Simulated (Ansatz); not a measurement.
Cl$_{2}$H$_{2}$S$_{2}$Si, SMILES `S[Si](S)(Cl)Cl`, relaxed with RKS PBE-D4/def2-SVP in Ansatz from a rough embedded geometry. The force threshold is 0.03 eV/Å; the program also tests the step.

The species carries charge 0 and has multiplicity 1.

Start:

```xyz
7

S    -1.748   -0.034   -1.113
Si    0.029    0.029   -0.026
S     0.009   -1.495    1.417
Cl    1.655   -0.190   -1.180
Cl    0.288    1.853    0.864
H    -1.447    1.055   -1.950
H     1.214   -1.218    1.986
```

**Question.** How much energy does the relaxation release, and in how many steps? (An estimate is asked.)

**Answer.** The calculation gave: 4.84 kcal/mol, in 12 steps, 1 of them rejected.

**Question.** Which bonds change most? (An estimate is asked.)

**Answer.** Computed: Si2–Cl4 from 2.006 to 2.077 Å; S1–Si2 from 2.084 to 2.135 Å; S1–H6 from 1.406 to 1.363 Å; Si2–S3 from 2.099 to 2.135 Å.

**Question.** Give the relaxed structure. (Best estimate.)

**Answer.** The calculation gave: 
```xyz
7

S    -1.643   -0.172   -1.227
Si    0.098    0.085   -0.017
S    -0.124   -1.354    1.544
Cl    1.882   -0.257   -1.025
Cl    0.191    2.048    0.654
H    -1.625    1.123   -1.655
H     1.222   -1.473    1.726
```
